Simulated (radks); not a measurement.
Effect of the nuclear size on neutral caesium, [Xe] 6s1. Calculated with a radial shooting solver on a logarithmic mesh with Libxc functionals: Dirac Kohn-Sham, BLYP, spin-unpolarised, spherical densities, finite nucleus; Fermi nuclear charge, rms radius 4.8041 fm. The rms radius is varied about that value; shifts are against it.

rms radius (fm)  total energy shift (eV)  density at nucleus (e/bohr^3)  1s1/2 shift (meV)  2s1/2 shift (meV)  4p1/2 shift (meV)  5s1/2 shift (meV)  5p1/2 shift (meV)
4.1555                             -1.88                      3.045e+05               -785              -93.6              0.324             -0.552              0.098
4.3958                             -1.21                      3.013e+05               -505              -60.2              0.208             -0.355              0.063
4.8041                                 0                      2.963e+05              0.000              0.000              0.000              0.000              0.000
4.977                              0.539                      2.944e+05                225               26.8             -0.093              0.158             -0.028
5.8754                              3.59                      2.854e+05               1500                178             -0.616               1.05             -0.187

Slopes of the eigenvalues against <r^2> in GHz/fm^2, as finite differences over the two radii next to the reference (eigenvalue slopes, not the field-shift constants of lines): 1s1/2 32400, 2s1/2 3860, 4p1/2 -13.4, 5s1/2 22.8, 5p1/2 -4.05.
